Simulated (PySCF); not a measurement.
C₂H₇Cl₂NSi.

```xyz
13

C     -2.1299     0.8062     1.2967
C     -1.3246     0.7523    -0.0138
N     -1.8047    -0.1802    -1.0301
Si     0.5010     0.3482     0.3120
Cl     1.6636     0.6532    -1.3745
Cl     0.5819    -1.6666     0.8576
H     -3.1910     1.0601     1.0874
H     -2.1130    -0.1778     1.8108
H     -1.7361     1.5662     2.0044
H     -1.2984     1.7712    -0.4668
H     -2.7765     0.0371    -1.2876
H     -1.8095    -1.1364    -0.6496
H      1.0967     1.1431     1.4334
```
Charge 0, spin multiplicity 1.

Coordinates come from a PBE-D3(BJ)/def2-SVP optimisation. The structure was generated by enumeration; whether it is a known compound was not checked. One conformer was computed; it need not be the lowest.

The numbers are results of PySCF with PBE/pcSseg-1, not measurements. Non-relativistic, no solvent.

Computed absolute GIAO shielding of each atom: isotropic value and principal components (ppm):
| atom | σ(iso) | σ11 | σ22 | σ33 | span |
|---|---|---|---|---|---|
| C1 | 154.8 | 134.9 | 148.6 | 180.9 | 46.0 |
| C2 | 130.1 | 113.9 | 134.6 | 141.9 | 28.0 |
| N3 | 214.2 | 183.9 | 221.4 | 237.4 | 53.5 |
| Si4 | 302.5 | 250.5 | 323.4 | 333.6 | 83.2 |
| Cl5 | 847.4 | 706.6 | 850.3 | 985.4 | 278.8 |
| Cl6 | 897.3 | 758.1 | 910.4 | 1023.5 | 265.4 |
| H7 | 29.9 | 26.4 | 27.4 | 35.9 | 9.5 |
| H8 | 30.0 | 25.9 | 30.4 | 33.7 | 7.8 |
| H9 | 29.7 | 25.2 | 27.3 | 36.7 | 11.4 |
| H10 | 28.5 | 25.1 | 28.0 | 32.3 | 7.2 |
| H11 | 30.5 | 23.6 | 27.3 | 40.4 | 16.8 |
| H12 | 30.3 | 23.1 | 31.0 | 36.9 | 13.8 |
| H13 | 25.1 | 21.7 | 23.1 | 30.6 | 8.9 |
